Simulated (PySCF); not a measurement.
PySCF input file for C8H6N2O3S, SMILES s1c(c2OCCOc2c1)-c1nnco1, SMD-PBE0/6-31G*. Coordinates come from a PBE-D3(BJ)/def2-SVP optimisation. This is a generated structure with no PubChem entry under its InChIKey; it may be hypothetical. Other conformers were not sampled.

```python
import numpy as np
from pyscf import gto, scf, dft
from pyscf.solvent import smd

mol = gto.M(
    atom='''
    C     3.46669580   -1.22542273   -0.01240854
    N     3.94887739   -0.03419590   -0.22093537
    N     2.86116065    0.82047746   -0.29372546
    C     1.78810593    0.07467709   -0.12107237
    C     0.41691832    0.50095237   -0.11055358
    S     0.04709102    2.19407087   -0.36009223
    C    -1.65394750    1.90737117   -0.20655274
    C    -1.93444374    0.57367540    0.02835664
    C    -0.74950338   -0.23891094    0.08965708
    O    -0.78739327   -1.57710010    0.31854361
    C    -2.06205585   -2.01625009    0.80783482
    C    -3.20023672   -1.36901616    0.03173283
    O    -3.18523245    0.05302752    0.18968085
    O     2.10369066   -1.24694985    0.06396513
    H     4.00171292   -2.17392121    0.10378336
    H    -2.37409650    2.72716099   -0.30233590
    H    -2.07917020   -3.11709224    0.69228657
    H    -2.15092737   -1.76767424    1.88990991
    H    -3.11888982   -1.63192868   -1.04839652
    H    -4.18006829   -1.71992635    0.40937207
    ''',
    basis='6-31G*',
    charge=0,
    spin=0,
    max_memory=1600,
    verbose=3,
)
mf = dft.RKS(mol, xc='pbe0').density_fit(auxbasis='def2-universal-jkfit')
mf.grids.level = 3
mf.conv_tol = 1e-9
mf.max_cycle = 100
mf.kernel()
res = {}
for name in ['water', 'acetone', 'chlorobenzene']:
    s = mf.SMD()
    s.with_solvent.solvent, s.with_solvent.sasa_ng = name, 194
    s.kernel(mf.make_rdm1())
    res[name] = (s.e_tot, s.with_solvent.get_cds(), s.dip_moment(), s.mo_energy, s.converged)
    print(f'SMD {name}: dG(solv) = {(s.e_tot - mf.e_tot) * 627.509474:.3f} kcal/mol, of which CDS {res[name][1] * 627.509474:.3f}')
```

Log of the run:

```
converged SCF energy = -1040.88890915373
converged SCF energy = -1040.9064777671
Dipole moment(X, Y, Z, Debye): -6.38850, -5.43794,  1.17951
SMD water: dG(solv) = -11.024 kcal/mol, of which CDS 4.017
converged SCF energy = -1040.90827374908
Dipole moment(X, Y, Z, Debye): -6.42561, -5.40522,  1.18420
SMD acetone: dG(solv) = -12.151 kcal/mol, of which CDS -0.185
converged SCF energy = -1040.90524050823
Dipole moment(X, Y, Z, Debye): -6.08949, -5.07172,  1.11293
SMD chlorobenzene: dG(solv) = -10.248 kcal/mol, of which CDS -0.894
```

The run converged.

Cost: around 9 core-minutes (rough).
